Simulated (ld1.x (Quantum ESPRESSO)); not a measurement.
**Before and after: RRKJ potential for C**

C, norm-conserving RRKJ (Kleinman–Bylander form), made with ld1.x (Quantum ESPRESSO) 7.5 (LDA (PZ), scalar-relativistic). Core [He], reference 2s2 2p0.5 (charge +1.5). Waves: 2p (bound): rc 1.55 bohr; 3d channel at 0.05 Ry: rc 1.40 bohr; 2s (bound): rc 1.15 bohr. Local part: the s channel. Core correction: a·sin(br)/r model core inside 1.00 bohr.

Change: wave 2s (bound): rc 1.15 bohr becomes 2s (bound): rc 1.58 bohr.

Cutoffs: the cutoffs (Ry, on a coarse ladder) from which the occupation-weighted sum of valence levels, in a spherical-Bessel basis at the reference potential, stays within 10 and 1 mRy of its value at 400 Ry; they do not see the model core or the augmentation charge, which bear on the density cutoff. Errors are all-electron minus pseudo energies relative to the spin-unpolarised reference configuration.

Task: How do hardness, ghosts and transferability respond?

Result: The potential gets softer (40 Ry and 90 Ry → 35 Ry and 55 Ry); of the 9 tests that both files solve, the error grows in 7 and shrinks in 0 by more than 15 % and 0.3 meV (median size 60.5 → 96.7 meV); neither file shows a bound ghost. A larger radius leaves more room for a smooth pseudo-wave, so fewer plane waves are needed. More of the atom is replaced by a form fitted at one configuration, so other configurations suffer.

| quantity | base | changed |
| --- | --- | --- |
| cutoff, loose | 40 Ry | 35 Ry |
| cutoff, tight | 90 Ry | 55 Ry |
| loose cutoff by channel (10 mRy a level) | p 35 Ry, s 35 Ry | p 35 Ry, s 21 Ry |
| bound ghosts | none | none |
| error for 2s2 2p2, meV [ΔE -21.28 eV] | +55 | +84 |
| error for 2s2 2p1, meV [ΔE -10.29 eV] | +14 | +18 |
| error for 2s2 2p0, meV [ΔE 13.97 eV] | +27 | +32 |
| error for 2s2 2p2.3, meV [ΔE -22.47 eV] | +61 | +97 |
| error for 2s1 2p3, meV [ΔE -13.03 eV] | +98 | +152 |
| error for 2s1 2p0, meV [ΔE 61.94 eV] | +182 | +155 |
| error for 2s0 2p4, meV [ΔE -4.76 eV] | +161 | +243 |
| error for 2s2 2p0.5 (spin-polarised), meV [ΔE -0.12 eV] | +16 | +16 |
| error for 2s2 2p2 (spin-polarised), meV [ΔE -22.40 eV] | +167 | +198 |
